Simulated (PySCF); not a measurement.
Gas-phase reaction: 2 Ga(CH3)3 → Ga2H6 + 6 H + 3 C2H2 (acetylene)

Computed with PySCF and rigid-rotor harmonic-oscillator thermochemistry at 1 bar. † marks an energy on the PBE0/def2-TZVP geometry and frequencies; other levels use their own. CCSD(T) freezes the core. 6-31G* has spherical d functions here. Open shells (unrestricted): H (multiplicity 2); the rest are closed-shell singlets. B3LYP is the form with VWN-RPA correlation. Ga: all electrons, no relativistic terms. Methyl groups turn as free rotors in Ga(CH3)3. Ga2H6: computed as isolated molecules; such fragments, hydroxides, amides, oligomers or adducts are transient or little studied in the gas. CCSD(T) isn't extrapolated to the basis-set limit. The harmonic model lacks anharmonicity and excited electronic states, which grow with temperature; levels with a mode under 35 cm⁻¹ are left out.

| level | ΔE electronic, kJ | ΔH°(298 K), kJ | ΔS°(298 K), J/K | ΔG°(1400 K), kJ |
|---|---|---|---|---|
| B3LYP/6-31G* | 2462 | 2260 | 880 | 921 |
| B3LYP/def2-TZVP† | 2371 | 2179 | 873 | 858 |
| CCSD(T)/def2-SVP† | 2311 | 2119 | 873 | 798 |
| HF/6-31G* | 2084 | 1877 | 874 | 550 |
| M06-2X/def2-TZVP† | 2406 | 2215 | 873 | 894 |
| PBE/def2-SVP | 2381 | 2197 | 871 | 882 |
| PBE0/def2-QZVP† | 2427 | 2235 | 873 | 914 |
| PBE0/def2-SVP† | 2447 | 2255 | 873 | 934 |
| PBE0/def2-TZVP | 2425 | 2233 | 873 | 912 |
| LDA/def2-TZVP† | 2625 | 2433 | 873 | 1112 |
| ωB97X-V/def2-TZVP† | 2438 | 2246 | 873 | 925 |
ΔH° is lowest at HF/6-31G* and highest at LDA/def2-TZVP†. No reference value is set beside these.
